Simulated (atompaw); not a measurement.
What one change does to a pseudopotential (scandium, PAW (atompaw))

Sc, PAW, made with atompaw 4.2.0.5 (PBEsol, scalar-relativistic). Core [Ar], reference 3d1 4s1.5 4p0.5. Waves: 4s (bound): rc 2.95 bohr; 4s channel at 1.15 Ry: rc 2.60 bohr; 4p (bound): rc 2.95 bohr; 4p channel at 1.6 Ry: rc 2.95 bohr; 3d (bound): rc 2.95 bohr; 3d channel at 0.05 Ry: rc 2.95 bohr. Local part: vpsmatchnc scheme with l = 3 at 0 Ry, radius 2.90 bohr. Core correction: smooth core density matched at 2.45 bohr. Augmentation charge: gaussian compensation charge, radius 2.80 bohr; PAW radius 2.95 bohr; waves and projectors: custom rrkj vanderbiltortho.

Change: wave 4p (bound): rc 2.95 bohr becomes 4p (bound): rc 2.54 bohr.

Cutoffs: the cutoffs (Ry, on a coarse ladder) from which the occupation-weighted sum of valence levels, in a spherical-Bessel basis at the reference potential, stays within 10 and 1 mRy of its value at 400 Ry; they do not see the model core or the augmentation charge, which bear on the density cutoff.

Task: What does the change do?

Result: The potential gets neither clearly harder nor softer (8 Ry and 15 Ry → 8 Ry and 15 Ry); the bound ghosts move from s to p, s; the range in which the p phases agree widens (upper end 1.4 → 4.0).

```csv
quantity,base,changed
"cutoff, loose",8 Ry,8 Ry
"cutoff, tight",15 Ry,15 Ry
bound ghosts,s,"p, s"
s: phases at 2.96 bohr within 0.05 rad from the reference energy up to (Ry; the scan ends near 5),3.5,3.5
p: phases at 2.96 bohr within 0.05 rad from the reference energy up to (Ry; the scan ends near 5),1.4,4.0
d: phases at 2.96 bohr within 0.05 rad from the reference energy up to (Ry; the scan ends near 5),1.0,1.0
lowest overlap eigenvalue by channel,"s 0.71, p 0.60, d 0.58","s 0.71, p 0.32, d 0.58"
```

 A true bound ghost makes a file unfit for plane-wave use even where its test errors are small: the radial tests pick states by their node count and pass the ghost by. The cutoffs see the waves, projectors and local potential, not the compensation charge or the core.
